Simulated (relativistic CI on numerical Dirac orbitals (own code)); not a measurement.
## Inner-shell lines of Re⁴⁵⁺

These numbers are calculated, not measured: Dirac-Coulomb-Breit CI, separate exchange-only KLI orbitals for each configuration, model QED, valence Slater integrals scaled by 0.85 (own radial code, finite nucleus).

CI space (outside the closed core [Ar]): 3d¹⁰4s², 3d⁹4s²4p, 3d⁹4s²4f, 3d⁹4s²5p, 3d⁹4s4p², 3d¹⁰4s4p, 3d⁹4s4p4f. Levels of other configurations are missing.

The table holds the strongest lines. The upper levels have an inner-shell vacancy. Auger decay, open to those above the ionisation limit, is not computed, and radiative decays to configurations outside the model are missing too. Absolute energies can be off by a few tenths of a per cent, and at this charge the scaling can make term splittings too narrow, so close lines can change order. LS names give the leading component, which can be well under half, for lower levels too. Brackets number the levels in order of energy.

```csv
λ (Å),Upper,Lower,A (s⁻¹),gA (s⁻¹)
6.91512,3d⁹4s4p² ³D3 [56],3d¹⁰4s4p ³P°2 [4],6.68e+12,4.67e+13
5.7481,3d⁹4s4p4f ³D2 [229],3d¹⁰4s4p ³P°2 [4],8.59e+12,4.30e+13
5.73755,3d⁹4s4p4f ³P0 [137],3d¹⁰4s4p ³P°1 [3],1.57e+14,1.57e+14
5.73557,3d⁹4s4p4f ³D1 [138],3d¹⁰4s4p ³P°1 [3],1.57e+14,4.70e+14
5.73544,3d⁹4s4p4f ¹F3 [237],3d¹⁰4s4p ³P°2 [4],1.78e+13,1.25e+14
5.73535,3d⁹4s4p4f ³D2 [139],3d¹⁰4s4p ³P°1 [3],1.52e+14,7.60e+14
5.73533,3d⁹4s4p4f ³D1 [136],3d¹⁰4s4p ³P°0 [2],1.52e+14,4.56e+14
5.73415,3d⁹4s4p4f ³D2 [238],3d¹⁰4s4p ³P°2 [4],1.99e+13,9.93e+13
5.73321,3d⁹4s4p4f ³D2 [241],3d¹⁰4s4p ³P°2 [4],1.19e+14,5.95e+14
5.73292,3d⁹4s4p4f ³D1 [255],3d¹⁰4s4p ¹P°1 [5],1.57e+14,4.72e+14
5.73254,3d⁹4s4p4f ³F2 [256],3d¹⁰4s4p ¹P°1 [5],1.54e+14,7.68e+14
5.732,3d⁹4s²4f ³D°1 [85],3d¹⁰4s² ¹S0 [1],1.58e+14,4.74e+14
5.73117,3d⁹4s4p4f ¹P1 [242],3d¹⁰4s4p ³P°2 [4],4.20e+13,1.26e+14
5.73092,3d⁹4s4p4f ³D3 [243],3d¹⁰4s4p ³P°2 [4],1.19e+14,8.33e+14
5.72754,3d⁹4s4p4f ³P1 [247],3d¹⁰4s4p ³P°2 [4],1.07e+14,3.20e+14
5.72602,3d⁹4s4p4f ³D3 [249],3d¹⁰4s4p ³P°2 [4],8.71e+12,6.10e+13
5.72546,3d⁹4s4p4f ³P0 [257],3d¹⁰4s4p ¹P°1 [5],1.65e+14,1.65e+14
5.60567,3d⁹4s4p4f ³D3 [268],3d¹⁰4s4p ³P°2 [4],1.47e+13,1.03e+14
5.57723,3d⁹4s4p4f ³D1 [168],3d¹⁰4s4p ³P°1 [3],2.47e+13,7.40e+13
5.57107,3d⁹4s4p4f ¹D2 [292],3d¹⁰4s4p ³P°2 [4],5.36e+13,2.68e+14
5.56138,3d⁹4s4p4f ³D2 [298],3d¹⁰4s4p ³P°2 [4],7.90e+13,3.95e+14
5.56019,3d⁹4s4p4f ³D1 [168],3d¹⁰4s4p ³P°0 [2],3.69e+14,1.11e+15
5.55996,3d⁹4s4p4f ³D2 [169],3d¹⁰4s4p ³P°1 [3],3.85e+14,1.93e+15
5.55793,3d⁹4s4p4f ³P0 [170],3d¹⁰4s4p ³P°1 [3],3.98e+14,3.98e+14
5.55716,3d⁹4s4p4f ³P1 [171],3d¹⁰4s4p ³P°1 [3],3.62e+14,1.09e+15
5.55587,3d⁹4s4p4f ¹P1 [317],3d¹⁰4s4p ¹P°1 [5],4.02e+14,1.21e+15
5.55571,3d⁹4s4p4f ³P2 [303],3d¹⁰4s4p ³P°2 [4],2.59e+14,1.30e+15
5.55508,3d⁹4s4p4f ³S1 [304],3d¹⁰4s4p ³P°2 [4],3.90e+14,1.17e+15
5.55473,3d⁹4s4p4f ³G3 [305],3d¹⁰4s4p ³P°2 [4],1.13e+14,7.90e+14
5.55461,3d⁹4s²4f ¹P°1 [108],3d¹⁰4s² ¹S0 [1],4.00e+14,1.20e+15
5.5542,3d⁹4s4p4f ¹D2 [318],3d¹⁰4s4p ¹P°1 [5],3.81e+14,1.91e+15
5.55182,3d⁹4s4p4f ³D3 [307],3d¹⁰4s4p ³P°2 [4],1.83e+14,1.28e+15
5.54927,3d⁹4s4p4f ¹S0 [319],3d¹⁰4s4p ¹P°1 [5],4.17e+14,4.17e+14
5.54736,3d⁹4s4p4f ³D3 [312],3d¹⁰4s4p ³P°2 [4],7.62e+13,5.33e+14
5.54024,3d⁹4s4p4f ³P1 [171],3d¹⁰4s4p ³P°0 [2],1.77e+13,5.32e+13
```
